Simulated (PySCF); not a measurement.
Cartesian coordinates (Å):
SMILES: [SiH]1(C)[SiH]=[SiH]1
```xyz
10

C      1.6543     0.4083    -0.4595
Si     0.2059    -0.1230     0.6041
Si    -1.5716    -1.3277    -0.1938
Si    -1.9210     0.6835     0.3337
H      2.4149    -0.3771    -0.4810
H      1.3336     0.6157    -1.4813
H      2.1159     1.3091    -0.0453
H      0.7336    -0.3912     1.9755
H     -2.0962    -2.6228    -0.7097
H     -2.8694     1.8254     0.4572
```
Charge 0, spin multiplicity 1.

Problem. Give the HOMO–LUMO gap, total energy, LUMO, HOMO and dipole moment at the level PBE-D3(BJ)/def2-TZVP // PBE0-D3(BJ)/def2-TZVP in PySCF 2.14.0.

Solution. 
```
Property              Value
-------------  ------------
HOMO–LUMO gap       2.81 eV
total energy   -909.6696 Ha
LUMO               -2.39 eV
HOMO               -5.21 eV
dipole moment        0.71 D
```
